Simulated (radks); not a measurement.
The numbers below are computed, except where a source is named.
Ionisation of the indium ion In27+, [Ar] 3d4, to [Ar] 3d3 as the strength of local exchange is varied. Code: a radial shooting solver on a logarithmic mesh with Libxc functionals. Model: Dirac Kohn-Sham, Slater X-alpha exchange (alpha = 2/3 is LDA exchange), no correlation, spin-unpolarised, spherical densities, finite nucleus; open shells fill j = l - 1/2 first; Fermi nuclear charge, rms radius 4.6156 fm.

| alpha | E(In27+) (hartree) | exchange (hartree) | IE (eV) | -e of the level emptied (eV) | <r> of it (bohr) |
|---|---|---|---|---|---|
| 0.667 | -5414.72557 | -112.70347 | 1493.3 | 1454.0 (3d3/2) | 0.2874 |
| 0.757 | -5429.94846 | -128.17201 | 1505.1 | 1465.8 (3d3/2) | 0.2864 |
| 0.763 | -5430.96442 | -129.20546 | 1505.8 | 1466.5 (3d3/2) | 0.2863 |
| 0.859 | -5447.23861 | -145.77818 | 1518.5 | 1479.1 (3d3/2) | 0.2852 |
| 0.868 | -5448.76612 | -147.33550 | 1519.6 | 1480.3 (3d3/2) | 0.2851 |
| 0.907 | -5455.38895 | -154.09107 | 1524.8 | 1485.4 (3d3/2) | 0.2847 |
| 1.034 | -5476.99603 | -176.17095 | 1541.6 | 1502.2 (3d3/2) | 0.2833 |

NIST Atomic Spectra Database: 1496 +/- 4 eV (theoretical). The Delta-SCF value meets it near alpha = 0.69. Spin polarisation and multiplet splitting are left out, so open shells lie too high by an amount that depends on their filling.

Beside tabulated values, note that spin-unpolarised runs miss the spin-polarisation part of the exchange energy of open shells.
